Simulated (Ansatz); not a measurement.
A structure drawn as `N[Si](Cl)Cl`, with this starting geometry:

Cartesian coordinates in Å:
```
N 0.040 0.495 -0.778
Si -0.127 -0.645 0.426
Cl -1.494 0.071 1.716
Cl 1.599 -0.665 1.490
H -0.790 0.580 -1.351
H 0.771 0.164 -1.503
```

Charge 0, multiplicity 2.

(1) Does it keep its bonds when Ansatz relaxes it at PBE-D4/def2-SVP and then PBE0-D4/def2-TZVP?

(2) Give the relaxed structure. (An estimate is asked.)

Atoms count as bonded under 1.1 times the sum of their covalent radii (H–H under 0.85 Å, pairs among N, O and F under 1.55 Å), and a drawn bond as lost past 1.3 times.

Answers

(1) Yes, every drawn bond is still there and no new one forms.

(2) Computed: 
Z-matrix (Å, degrees):
```
N
Si 1 1.704
H 1 1.008 2 120.2
H 1 1.008 2 120.1 3 -148.5
Cl 2 2.060 1 107.0 3 -45.9
Cl 2 2.060 1 107.0 3 -165.7
```
All modes are real.
